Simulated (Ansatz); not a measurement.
CH4ClFGeO, SMILES `[OH][GeH]([F])[CH2]Cl` at its PBE0-D4/def2-TZVP geometry, where that method's forces vanish. Total charge 0; spin multiplicity 1.

```csv
atom,x (Å),y (Å),z (Å)
O1,-0.651,-0.497,1.812
Ge2,0.518,-0.423,0.502
F3,0.697,-2.037,-0.132
C4,-0.120,0.609,-1.030
Cl5,-0.213,2.331,-0.596
H6,-1.526,-0.783,1.540
H7,1.842,0.021,1.113
H8,0.563,0.503,-1.871
H9,-1.110,0.277,-1.338
```

(1) For each bond, give half the difference of the two atoms' forces along it (eV/Å; positive pushes the atoms apart) under PBE-D4, r2SCAN-D4, B3LYP-D4, ωB97M-V in def2-TZVPP. (Estimate.)

Results:

(1) Computed: 
```
  bond  length (Å)  PBE-D4  r2SCAN-D4  B3LYP-D4  ωB97M-V
O1–Ge2       1.758    0.35       0.07      0.22     0.10
 O1–H6       0.960    0.36       0.05     -0.03    -0.06
Ge2–F3       1.743    0.50       0.04      0.24     0.10
Ge2–C4       1.953   -0.09      -0.02      0.05    -0.06
Ge2–H7       1.525   -0.03      -0.07     -0.14    -0.15
C4–Cl5       1.778    0.20       0.24      0.38     0.20
 C4–H8       1.089    0.08      -0.06     -0.15    -0.10
 C4–H9       1.089    0.10      -0.05     -0.15    -0.09
```

B3LYP here is the variant with VWN-RPA as its local correlation; programs differ in this.
